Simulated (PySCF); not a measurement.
**Computed properties of C5H7BO, SMILES C=C=C1OCB1C**

C5H7BO, SMILES CB1C(OC1)=C=C. Geometry optimised at B3LYP-D3(BJ)/def2-SVP. The structure was generated by enumeration, and PubChem lists no compound with its InChIKey, so it may never have been made. Other conformers were not sampled. All values are computed for the isolated molecule unless a solvent is named; none is compared with measurement here.

**Structure.** All 36 harmonic modes at B3LYP-D3(BJ)/def2-SVP (PySCF) are real, so it is a minimum. With heavy atoms numbered as in [CH2:1]=[C:2]=[C:3]1[O:4][CH2:5][B:6]1[CH3:7], the shortest bond between them is C1–C2 at 1.308 Å and the longest C5–B6 at 1.597 Å.

**Vibrations.** The strongest infrared lines (harmonic, unscaled, degenerate partners summed) lie at 1136 cm⁻¹ (417 km/mol, C 51 %, B 24 %, O 16 %, H 8 %), 1381 cm⁻¹ (156 km/mol, H 46 %, B 31 %, C 22 %), 2035 cm⁻¹ (82 km/mol, C 99 %). The softest mode is at 39 cm⁻¹ and the zero-point energy is 67.0 kcal/mol.

**Electronic structure.** CAM-B3LYP/def2-TZVP (PySCF) places the frontier levels at -7.81 and -0.50 eV, a gap of 7.31 eV, and gives a dipole moment of 2.13 D and a mean polarisability of 81.7 bohr³. PBE/def2-TZVP (PySCF) at the same geometry gives -5.34 and -2.48 eV, so its gap is 4.45 eV narrower. An orbital gap is neither the optical nor the fundamental gap.

**Excitations.** TDDFT-B3LYP/def2-SVPD (PySCF) has S1 at 4.10 eV (302 nm, f = 0.135, bright); the most intense of the 10 singlets computed lies at 6.66 eV (f = 0.30). T1 (TDA) is at 2.75 eV. TDDFT-PBE/def2-SVPD (PySCF) puts S1 at 3.59 eV. No vertical singlet excitation falls in the visible range (under 3.1 eV).

**NMR.** GIAO shifts at B3LYP/pcSseg-1 (PySCF) (non-relativistic, atoms alike by connectivity averaged): ¹³C from 7.6 to 221.0 ppm against TMS; ¹H from 1.4 to 5.8 ppm against TMS; ¹¹B at 73.1 ppm against BF3.
